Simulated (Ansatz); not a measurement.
Computed with Ansatz on PBE0-D4/def2-TZVP structures; ΔE is electronic, products minus reactants. CBS: MP2 limit from def2 TZ/QZ plus the TZ coupled-cluster correction, frozen cores. For Ge outer-core shells are correlated without core-valence functions, which leaves a few kJ/mol of doubt a bond. Scalar relativity is left out up to krypton. Each species was taken in one conformer, which may not be the lowest.

Consider the formal exchange of groups at a Ge–Al bond: `C[O][GeH]([F])[AlH2]` + ethylmethylamine → `C[NH][GeH]([F])[O]C` + `C[CH2][AlH2]`.

| species | CCSD(T)/def2-TZVPP energy (Eh) |
| --- | --- |
| `C[O][GeH]([F])[AlH2]` | -2534.15359 |
| `CCNC` | -174.17303 |
| `C[NH][GeH]([F])[O]C` | -2386.09420 |
| `C[CH2][AlH2]` | -322.25012 |

Q: Work out ΔE.

A: ΔE = (-2386.09420) + (-322.25012) − (-2534.15359) − (-174.17303) = -0.01770 Eh = -11.1 kcal/mol. CCSD(T)/CBS gives -11.0 kcal/mol.

Largest T1 diagnostic among the species: 0.012.

From PBE to PBE0 (25 % exact exchange), in def2-TZVPP and without D4, ΔE moves by −1.4 kcal/mol.
